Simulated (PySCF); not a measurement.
**Question.** Give a PBE0-D3(BJ)/def2-SVP geometry of `N#CC(=C=O)C#C`.

**Answer.** 
```
atom  x, y, z in Å
C1    -1.3756   -1.4917   -0.0686
C2    -0.4884   -0.6670   -0.0388
C3     0.5523    0.3061   -0.0018
C4     1.8246   -0.1050   -0.1584
O5     2.9058   -0.4673   -0.2926
C6     0.3217    1.6996    0.1988
N7     0.1322    2.8321    0.3625
H8    -2.1669   -2.2186   -0.0948
```

Any rigid rotation of these coordinates is as good. Atoms count from 1 in this order. The C–C distances run from 1.212 Å (C1≡C2, drawn triple) to 1.427 Å (C3–C6, drawn single), a spread of 0.215 Å. The 7 heavy atoms lie in one plane (0.002 Å rms).

Bonds between heavy atoms (Å): C1≡C2 1.212, C2–C3 1.425, C3=C4 1.346, C4=O5 1.148, C3–C6 1.427, C6≡N7 1.160.

Theory: PySCF, PBE0-D3(BJ)/def2-SVP geometry optimisation, gas phase.

Point group: Cs (tolerance 0.08 Å). Stationary, but not proved a minimum.

Time: 23 s. Hardware: Arm Neoverse V1, one thread, no GPU, shared host. That covers the optimisation of the geometry.
